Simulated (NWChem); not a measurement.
System meant: BeSiH$_{4}$SO; SMILES [SiH3][O][Be][SH]

NWChem input:

```
start job
memory heap 200 mb stack 900 mb global 1100 mb
geometry units angstroms noautosym nocenter noautoz
  Be    -0.037663    -0.780627     0.077404
  S     -0.064696    -2.691001     0.126924
  H      1.257360    -2.759798    -0.205076
  O     -0.039357     0.640051     0.046233
  Si    -0.010528     2.305528    -0.001257
  H     -0.899489     2.802099    -1.108309
  H      1.395389     2.780425    -0.248356
  H     -0.495622     2.862764     1.308849
end
basis spherical
  Be library def2-svp
  S library def2-svp
  H library def2-svp
  O library def2-svp
  Si library def2-svp
end
dft
  xc m06-2x
  iterations 150
end
property
  shielding
end
task dft property
```

End of the output:

```
 Vector   26  Occ=0.000000D+00  E= 5.793487D-02
              MO Center= -5.6D-02, -7.6D-01,  7.5D-02, r^2= 4.9D+00
   Bfn.  Coefficient  Atom+Function         Bfn.  Coefficient  Atom+Function
  ----- ------------  ---------------      ----- ------------  ---------------
     9      0.767850  1 Be pz                 6     -0.413783  1 Be pz
    22     -0.390822  2 S  pz                59     -0.364873  5 Si pz
    66     -0.276613  6 H  s                 76      0.250274  8 H  s
    41     -0.201393  4 O  pz                 7      0.192893  1 Be px
    38     -0.159729  4 O  pz                19     -0.157882  2 S  pz

 center of mass
 --------------
 x =  -0.04384073 y =  -0.26763354 z =   0.11053398

 moments of inertia (a.u.)
 ------------------
        1519.498438096681          -3.212610773747           1.624780056295
          -3.212610773747          28.972288392752          35.048132364464
           1.624780056295          35.048132364464        1524.417219886391

     Multipole analysis of the density
     ---------------------------------

     L   x y z        total         alpha         beta         nuclear
     -   - - -        -----         -----         ----         -------
     0   0 0 0     -0.000000    -23.000000    -23.000000     46.000000

     1   1 0 0      0.363783      0.550764      0.550764     -0.737745
     1   0 1 0      0.411457      3.130301      3.130301     -5.849144
     1   0 0 1     -0.101704     -2.356104     -2.356104      4.610504

     2   2 0 0    -27.524894    -22.099762    -22.099762     16.674631
     2   1 1 0     -2.220976      0.974615      0.974615     -4.170205
     2   1 0 1     -0.553165      0.461925      0.461925     -1.477015
     2   0 2 0    -32.493774   -422.258105   -422.258105    812.022436
     2   0 1 1      0.653234      9.242868      9.242868    -17.832502
     2   0 0 2    -29.931504    -20.936597    -20.936597     11.941690

          -----------------------------------------
          Chemical Shielding Tensors (GIAO, in ppm)
          -----------------------------------------

 ------------------------------------------------------------------------
  xm06: d2 not coded                    0
 ------------------------------------------------------------------------
 ------------------------------------------------------------------------
  current input line :
    27: task dft property
 ------------------------------------------------------------------------
 ------------------------------------------------------------------------
 This error has not yet been assigned to a category
 ------------------------------------------------------------------------
 For more information see the NWChem manual at https://nwchemgit.github.io

0: xm06: d2 not coded:Received an Error in Communication
```

Task: Can this run be used? If not, why, and what is the fix?

Result: The run crashed. Cause: this functional's second derivatives, which shieldings need, aren't coded here; the fix takes a hybrid GGA instead. This input runs:
```
start job
memory heap 200 mb stack 900 mb global 1100 mb
geometry units angstroms noautosym nocenter noautoz
  Be    -0.037663    -0.780627     0.077404
  S     -0.064696    -2.691001     0.126924
  H      1.257360    -2.759798    -0.205076
  O     -0.039357     0.640051     0.046233
  Si    -0.010528     2.305528    -0.001257
  H     -0.899489     2.802099    -1.108309
  H      1.395389     2.780425    -0.248356
  H     -0.495622     2.862764     1.308849
end
basis spherical
  Be library def2-svp
  S library def2-svp
  H library def2-svp
  O library def2-svp
  Si library def2-svp
end
dft
  xc pbe0
  iterations 150
end
property
  shielding
end
task dft property
```
It converges to -779.53262 Ha (PBE0/def2-SVP, GIAO).
